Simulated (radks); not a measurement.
Results of a calculation; reference values are marked as such.
Isoelectronic series with 12 electrons, all held in the configuration [Ne] 3s2, which need not be the ground one along the series. Code: a radial shooting solver on a logarithmic mesh with Libxc functionals. Model: Dirac Kohn-Sham, PBEsol, spin-unpolarised, spherical densities, finite nucleus; Fermi nuclear charge, rms radius of each element as measured or else 0.836 A^(1/3) + 0.57 fm. Total energies (hartree) and mean radii <r> (bohr):

| ion | E (hartree) | 3s1/2 | 2p3/2 | 2p1/2 |
|---|---|---|---|---|
| Mg | -199.84041 | 3.153 | 0.6906 | 0.6883 |
| Si2+ | -288.42869 | 1.952 | 0.5372 | 0.5350 |
| S4+ | -394.18996 | 1.467 | 0.4405 | 0.4382 |
| Ar6+ | -517.13817 | 1.186 | 0.3736 | 0.3713 |
| Ca8+ | -657.32952 | 0.9991 | 0.3245 | 0.3220 |
| Ti10+ | -814.84055 | 0.8645 | 0.2868 | 0.2842 |
| Cr12+ | -989.76307 | 0.7623 | 0.2570 | 0.2543 |
| Fe14+ | -1182.20196 | 0.6819 | 0.2328 | 0.2299 |
| Ni16+ | -1392.27519 | 0.6169 | 0.2128 | 0.2097 |
| Zn18+ | -1620.11261 | 0.5632 | 0.1959 | 0.1927 |
| Ge20+ | -1865.85776 | 0.5179 | 0.1815 | 0.1781 |
| Se22+ | -2129.66775 | 0.4793 | 0.1691 | 0.1655 |
| Kr24+ | -2411.71274 | 0.4459 | 0.1582 | 0.1544 |
| Sr26+ | -2712.17748 | 0.4167 | 0.1487 | 0.1447 |
| Zr28+ | -3031.26137 | 0.3910 | 0.1402 | 0.1360 |
| Mo30+ | -3369.17764 | 0.3681 | 0.1326 | 0.1283 |
| Ru32+ | -3726.16144 | 0.3476 | 0.1258 | 0.1213 |
| Pd34+ | -4102.46171 | 0.3292 | 0.1196 | 0.1149 |
| Cd36+ | -4498.34464 | 0.3125 | 0.1140 | 0.1091 |
| Sn38+ | -4914.10080 | 0.2973 | 0.1089 | 0.1038 |
| Te40+ | -5350.03372 | 0.2834 | 0.1042 | 0.09891 |

Estimate the row of Xe42+.

Answer. E (hartree) -5806.48129; 3s1/2 0.2706; 2p3/2 0.09990; 2p1/2 0.09440.
